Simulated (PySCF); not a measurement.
Computed shifts of a molecule H7NO2Si2, PBE/pcSseg-1 in PySCF, GIAO, gas phase, atoms alike by connectivity averaged where their shifts nearly agree, in ppm (number of nuclei): ¹⁵N: 47.7 (1). ²⁹Si: -31.8 (1), -38.9 (1). ¹H: 5.51 (1), 5.40 (1), 5.35 (1), 5.09 (1), 2.15 (1), 1.65 (1), 1.47 (1). References: ¹⁵N against NH3 (σ = 267.0 ppm); ²⁹Si against TMS (σ = 335.4 ppm); ¹⁷O against H2O (σ = 334.3 ppm); ¹H against TMS (σ = 31.49 ppm), references at their B3LYP-D3(BJ)/def2-TZVP geometries, non-relativistic. Geometry optimised at r2SCAN-D4/def2-SVP. The values are those of a single conformer.

Problem. Identify the compound among the candidates.
(A) N[Si@@H](O)[SiH2]O
(B) N[Si@H](O)O[SiH3]
(C) N[SiH2]O[SiH2]O
(D) O[SiH2]N[SiH2]O

Solution. C, N[SiH2]O[SiH2]O
